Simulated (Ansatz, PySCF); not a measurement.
Ansatz (a first-principles code) was given this input:
Ansatz 0.2 input:
```yaml
crystal:
  periodic: [false, false, false]
  atoms:
    - {symbol: I, position_ang: [-0.93737717, 2.25630829, -0.76722226]}
    - {symbol: Ge, position_ang: [-0.00000000, -0.00000000, 0.00000000]}
    - {symbol: I, position_ang: [-1.74843862, -1.82920992, -0.39393718]}
    - {symbol: I, position_ang: [0.56773246, 0.11521228, 2.49452181]}
    - {symbol: I, position_ang: [2.11808334, -0.54231065, -1.33336237]}
basis:
  gaussian:
    orbitals: STO-3G
hamiltonian:
  xc: pbe
accuracy: high
```

Question: Convert this to an input for PySCF.

Answer: Several could match; the one computed here: 
```python
from pyscf import gto, scf, dft

mol = gto.M(
    atom='''
I    -0.937377    2.256308   -0.767222
Ge   -0.000000   -0.000000    0.000000
I    -1.748439   -1.829210   -0.393937
I     0.567732    0.115212    2.494522
I     2.118083   -0.542311   -1.333362
''',
    basis='sto-3g',
    charge=0,
    spin=0,
    verbose=4,
)

mf = dft.RKS(mol)
mf.xc = 'pbe'
mf.grids.atom_grid = (99, 590)
mf.grids.prune = None
mf.kernel()
```

Both were run: Ansatz gave -29461.664548 Eh and PySCF -29461.664542 Eh, 0.006 mEh apart.
